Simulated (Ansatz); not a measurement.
Born–Oppenheimer molecular dynamics of C$_{2}$H$_{10}$O$_{2}$Si (15 atoms, charge 0, multiplicity 1). It starts at the highest image of a converged band. Of that band: Neighbouring images differ by up to 1.9 eV, so the band resolves the path poorly. A vibrational analysis at the climbing image gives one clearly imaginary mode, 1135i cm⁻¹: a first-order saddle point.

Theory: RKS PBE-D4/6-31G* (Ansatz 0.2.0).

* ensemble: NVE (velocity Verlet)
* time step: 0.5 fs
* steps asked: 200
* starting velocities drawn for: 100 K
* seed: 3675

Frames 2.5 fs apart, positions in Å, forces in eV/Å.

Velocities at 15.0 fs (Å/ps):

```
Si -0.03 0.02 -2.74
H -25.20 11.40 4.38
O 1.12 -0.13 -0.61
C -1.78 -1.04 2.00
H -1.44 9.76 13.22
H 12.14 -1.13 8.04
H 17.87 -11.74 16.26
O 1.57 -2.00 1.04
C -1.36 -1.06 1.44
H -0.17 6.98 -1.11
H -9.36 7.37 3.60
H 4.91 3.65 2.59
H 0.18 14.36 -13.01
H 9.57 13.88 -3.11
H -13.03 3.71 -2.17
```

```xyz
15
Properties=species:S:1:pos:R:3:forces:R:3 time_fs=15.0 energy_less_start_eV=-0.020 T=112
Si -0.571 0.234 0.149 -0.48 0.02 -1.24
H 0.827 0.500 -0.816 -0.42 0.01 -0.03
O -1.476 -0.275 -1.199 0.07 0.28 0.02
C -1.141 0.123 -2.535 -0.50 -0.72 0.37
H -0.572 1.676 0.576 -0.06 0.12 0.15
H -1.474 -0.449 1.151 0.11 0.00 0.06
H 1.416 -0.136 0.205 0.55 0.03 0.15
O 0.918 -0.651 0.952 -0.03 -0.38 0.44
C 1.219 -0.425 2.353 -0.12 -0.87 0.10
H -1.613 -0.587 -3.241 0.09 -0.07 0.13
H -1.543 1.105 -2.763 -0.17 0.70 -0.07
H -0.063 0.129 -2.687 0.56 0.04 -0.15
H 0.238 -0.409 2.883 0.45 -0.25 -0.13
H 1.689 0.543 2.473 0.42 0.49 0.15
H 1.884 -1.265 2.684 -0.47 0.60 0.06
15
Properties=species:S:1:pos:R:3:forces:R:3 time_fs=17.5 energy_less_start_eV=-0.098 T=159
Si -0.571 0.234 0.141 -0.31 0.71 -0.97
H 0.753 0.528 -0.806 -0.22 -0.04 -0.06
O -1.473 -0.275 -1.201 -0.26 0.07 0.03
C -1.147 0.119 -2.529 0.02 0.60 0.16
H -0.579 1.699 0.613 -0.14 -0.32 0.03
H -1.440 -0.452 1.172 0.06 -0.04 -0.04
H 1.475 -0.166 0.252 0.31 -0.15 0.35
O 0.922 -0.657 0.955 0.28 -0.25 0.13
C 1.216 -0.428 2.356 0.46 1.36 -0.50
H -1.612 -0.574 -3.241 -0.02 -0.29 -0.01
H -1.567 1.135 -2.754 0.30 -0.31 0.09
H -0.041 0.139 -2.684 -0.28 0.06 -0.06
H 0.245 -0.381 2.851 -0.23 -0.24 0.32
H 1.719 0.578 2.469 -0.24 -0.83 0.05
H 1.844 -1.246 2.684 0.28 -0.33 0.49
15
Properties=species:S:1:pos:R:3:forces:R:3 time_fs=20.0 energy_less_start_eV=-0.146 T=188
Si -0.572 0.236 0.131 -0.33 1.08 -0.58
H 0.666 0.554 -0.800 0.19 -0.04 -0.16
O -1.471 -0.274 -1.202 -0.62 -0.15 0.04
C -1.152 0.119 -2.523 0.26 0.98 -0.12
H -0.593 1.705 0.650 -0.20 -0.48 -0.04
H -1.404 -0.458 1.191 0.01 -0.09 -0.14
H 1.553 -0.205 0.319 0.07 -0.28 0.33
O 0.927 -0.663 0.959 0.69 -0.11 0.00
C 1.214 -0.425 2.357 0.41 1.44 -0.44
H -1.612 -0.577 -3.241 0.00 -0.19 0.04
H -1.576 1.150 -2.741 0.40 -0.68 0.09
H -0.033 0.153 -2.686 -0.64 0.02 0.01
H 0.242 -0.366 2.836 -0.38 -0.15 0.41
H 1.737 0.571 2.468 -0.31 -0.80 0.05
H 1.817 -1.242 2.712 0.44 -0.55 0.52
15
Properties=species:S:1:pos:R:3:forces:R:3 time_fs=22.5 energy_less_start_eV=-0.216 T=229
Si -0.574 0.240 0.120 -0.48 1.02 -0.18
H 0.592 0.579 -0.804 0.70 0.02 -0.28
O -1.472 -0.275 -1.203 -0.92 -0.32 0.13
C -1.156 0.122 -2.517 -0.03 0.09 -0.29
H -0.619 1.683 0.687 -0.21 -0.32 -0.03
H -1.367 -0.469 1.202 -0.03 -0.16 -0.21
H 1.636 -0.259 0.403 0.10 -0.18 -0.13
O 0.935 -0.670 0.963 0.86 -0.13 0.28
C 1.215 -0.416 2.356 -0.36 -0.99 0.57
H -1.611 -0.591 -3.238 0.10 0.08 0.19
H -1.563 1.130 -2.724 -0.03 0.04 -0.12
H -0.059 0.168 -2.687 -0.04 -0.04 -0.03
H 0.221 -0.361 2.842 0.29 -0.07 0.03
H 1.741 0.523 2.470 0.29 0.56 0.13
H 1.811 -1.265 2.767 -0.26 0.38 -0.07
15
Properties=species:S:1:pos:R:3:forces:R:3 time_fs=25.0 energy_less_start_eV=-0.181 T=208
Si -0.577 0.246 0.108 -0.35 0.70 0.01
H 0.558 0.604 -0.824 0.86 0.04 -0.19
O -1.476 -0.276 -1.204 -1.05 -0.38 0.20
C -1.161 0.126 -2.512 -0.30 -0.68 -0.23
H -0.657 1.643 0.722 -0.18 0.04 0.01
H -1.331 -0.489 1.201 -0.06 -0.22 -0.24
H 1.724 -0.325 0.480 -0.10 -0.17 -0.43
O 0.946 -0.678 0.968 1.16 -0.03 0.40
C 1.214 -0.411 2.358 -0.69 -1.78 1.21
H -1.605 -0.600 -3.224 0.04 0.15 0.10
H -1.552 1.113 -2.714 -0.46 0.78 -0.31
H -0.086 0.181 -2.689 0.66 -0.07 -0.06
H 0.213 -0.359 2.852 0.49 0.06 -0.17
H 1.759 0.503 2.480 0.40 0.94 0.13
H 1.793 -1.269 2.820 -0.42 0.63 -0.43
15
Properties=species:S:1:pos:R:3:forces:R:3 time_fs=27.5 energy_less_start_eV=-0.243 T=245
Si -0.581 0.254 0.096 0.14 0.42 -0.05
H 0.573 0.630 -0.854 0.47 -0.05 0.18
O -1.484 -0.279 -1.204 -0.96 -0.30 0.11
C -1.167 0.128 -2.509 -0.05 0.16 -0.32
H -0.706 1.606 0.757 -0.13 0.33 -0.01
H -1.299 -0.523 1.185 -0.06 -0.24 -0.24
H 1.805 -0.402 0.533 -0.57 -0.23 -0.41
O 0.961 -0.685 0.974 1.58 0.05 0.32
C 1.210 -0.414 2.366 0.17 0.19 0.91
H -1.597 -0.603 -3.206 -0.14 -0.04 -0.20
H -1.565 1.134 -2.721 -0.21 0.07 -0.16
H -0.080 0.189 -2.695 0.24 -0.08 0.07
H 0.231 -0.353 2.853 -0.17 0.22 0.02
H 1.796 0.531 2.497 -0.46 -0.35 -0.05
H 1.754 -1.240 2.849 0.15 -0.15 -0.17
15
Properties=species:S:1:pos:R:3:forces:R:3 time_fs=30.0 energy_less_start_eV=-0.231 T=238
Si -0.584 0.263 0.084 0.57 0.29 -0.03
H 0.615 0.654 -0.873 -0.08 -0.15 0.52
O -1.495 -0.282 -1.204 -0.73 -0.10 -0.11
C -1.172 0.130 -2.507 0.22 0.86 -0.58
H -0.762 1.586 0.791 -0.05 0.34 -0.13
H -1.271 -0.570 1.154 -0.04 -0.17 -0.23
H 1.854 -0.491 0.562 -0.45 -0.06 -0.45
O 0.982 -0.693 0.982 1.27 -0.10 0.51
C 1.207 -0.417 2.378 0.50 1.34 0.29
H -1.596 -0.606 -3.199 -0.16 -0.05 -0.28
H -1.589 1.160 -2.737 0.17 -0.74 0.06
H -0.060 0.193 -2.696 -0.51 -0.06 0.20
H 0.239 -0.335 2.855 -0.63 0.25 0.11
H 1.808 0.543 2.511 -0.71 -0.80 -0.10
H 1.723 -1.221 2.870 0.62 -0.85 0.21
15
Properties=species:S:1:pos:R:3:forces:R:3 time_fs=32.5 energy_less_start_eV=-0.326 T=294
Si -0.586 0.272 0.072 0.62 0.18 0.17
H 0.653 0.669 -0.862 -0.43 -0.17 0.59
O -1.509 -0.287 -1.204 -0.49 0.14 -0.30
C -1.177 0.136 -2.508 -0.06 0.19 -0.74
H -0.821 1.586 0.817 0.05 0.12 -0.31
H -1.244 -0.627 1.110 0.02 -0.02 -0.17
H 1.879 -0.583 0.564 0.04 0.15 -0.42
O 1.008 -0.701 0.992 0.49 -0.23 0.77
C 1.206 -0.414 2.392 -0.01 -0.15 0.51
H -1.604 -0.612 -3.206 0.04 0.19 -0.05
H -1.605 1.147 -2.750 0.14 -0.45 0.09
H -0.068 0.193 -2.685 -0.44 -0.02 0.15
H 0.215 -0.303 2.861 -0.04 0.02 -0.23
H 1.783 0.513 2.520 -0.01 0.14 0.05
H 1.724 -1.244 2.899 0.08 -0.09 -0.09
15
Properties=species:S:1:pos:R:3:forces:R:3 time_fs=35.0 energy_less_start_eV=-0.318 T=290
Si -0.587 0.282 0.061 0.29 -0.04 0.42
H 0.667 0.674 -0.817 -0.45 -0.10 0.38
O -1.525 -0.290 -1.205 -0.27 0.36 -0.46
C -1.183 0.142 -2.513 -0.59 -0.99 -0.43
H -0.877 1.592 0.825 0.14 -0.10 -0.41
H -1.217 -0.685 1.056 0.06 0.14 -0.06
H 1.903 -0.667 0.542 -0.07 0.24 0.04
O 1.035 -0.710 1.004 0.28 -0.22 0.59
C 1.205 -0.411 2.409 -0.38 -1.63 0.49
H -1.610 -0.607 -3.218 0.16 0.22 0.06
H -1.615 1.111 -2.760 -0.22 0.58 -0.07
H -0.098 0.192 -2.667 0.33 0.05 -0.04
H 0.188 -0.271 2.855 0.45 -0.25 -0.42
H 1.758 0.493 2.532 0.70 1.05 0.22
H 1.730 -1.273 2.923 -0.43 0.68 -0.30
15
Properties=species:S:1:pos:R:3:forces:R:3 time_fs=37.5 energy_less_start_eV=-0.346 T=306
Si -0.588 0.291 0.050 -0.36 -0.41 0.63
H 0.655 0.673 -0.751 -0.08 0.06 -0.07
O -1.542 -0.293 -1.208 -0.08 0.52 -0.62
C -1.191 0.144 -2.519 -0.73 -0.83 -0.03
H -0.925 1.594 0.810 0.15 -0.14 -0.37
H -1.186 -0.735 0.999 0.08 0.25 0.11
H 1.922 -0.736 0.524 -0.21 0.31 0.51
O 1.064 -0.719 1.018 0.22 -0.24 0.31
C 1.202 -0.416 2.428 0.61 -0.21 -0.19
H -1.607 -0.591 -3.227 0.06 -0.10 -0.13
H -1.636 1.104 -2.772 -0.18 0.68 -0.05
H -0.110 0.194 -2.651 0.55 0.11 -0.15
H 0.184 -0.251 2.825 0.11 -0.31 -0.18
H 1.767 0.524 2.556 0.11 -0.05 0.14
H 1.713 -1.267 2.932 -0.25 0.36 0.07
15
Properties=species:S:1:pos:R:3:forces:R:3 time_fs=40.0 energy_less_start_eV=-0.286 T=271
Si -0.589 0.300 0.041 -1.07 -0.84 0.68
H 0.640 0.676 -0.688 0.46 0.21 -0.54
O -1.559 -0.293 -1.213 0.12 0.62 -0.77
C -1.203 0.143 -2.526 -0.32 0.35 0.02
H -0.965 1.588 0.773 0.09 0.01 -0.19
H -1.150 -0.771 0.948 0.05 0.27 0.30
H 1.933 -0.787 0.533 0.30 0.31 0.45
O 1.094 -0.730 1.034 -0.29 -0.23 0.47
C 1.203 -0.421 2.445 1.22 1.48 -1.08
H -1.601 -0.580 -3.244 -0.05 -0.31 -0.24
H -1.665 1.132 -2.787 0.30 -0.26 0.17
H -0.096 0.202 -2.643 -0.23 0.11 -0.13
H 0.185 -0.250 2.785 -0.43 -0.20 0.16
H 1.784 0.553 2.588 -0.44 -0.97 0.02
H 1.684 -1.243 2.946 0.29 -0.55 0.68
15
Properties=species:S:1:pos:R:3:forces:R:3 time_fs=42.5 energy_less_start_eV=-0.310 T=285
Si -0.592 0.307 0.033 -1.21 -1.06 0.29
H 0.650 0.691 -0.656 0.50 0.18 -0.61
O -1.576 -0.291 -1.221 0.32 0.64 -0.76
C -1.217 0.143 -2.534 -0.06 0.58 -0.24
H -0.999 1.583 0.725 -0.01 0.22 0.02
H -1.111 -0.790 0.915 0.01 0.22 0.44
H 1.960 -0.820 0.568 0.64 0.27 0.28
O 1.122 -0.741 1.052 -0.44 -0.20 0.58
C 1.209 -0.420 2.458 0.66 0.64 -0.81
H -1.597 -0.585 -3.273 0.02 -0.05 0.05
H -1.678 1.148 -2.792 0.40 -0.62 0.19
H -0.093 0.217 -2.643 -0.65 0.05 -0.09
H 0.165 -0.260 2.753 -0.10 -0.15 0.21
H 1.778 0.532 2.622 -0.19 -0.44 0.02
H 1.669 -1.245 2.997 0.12 -0.30 0.45
```

Of the whole run (100 fs, mean temperature of the second half 538 K): The conserved energy stayed within 0.097 meV per atom of its start (net change 0.039 meV per atom), so the integration is sound. The system heated up, since it started high on the potential surface and ran downhill. A run of 0.1 ps of so small a system gives no equilibrium averages. The orbitals stay closed-shell, which can raise the energy where a bond breaks towards radicals; this wasn't checked here.

Time of the run: 6.4 min on 2 threads of Arm Neoverse V2, with other jobs on the host, peak memory 0.15 GiB.
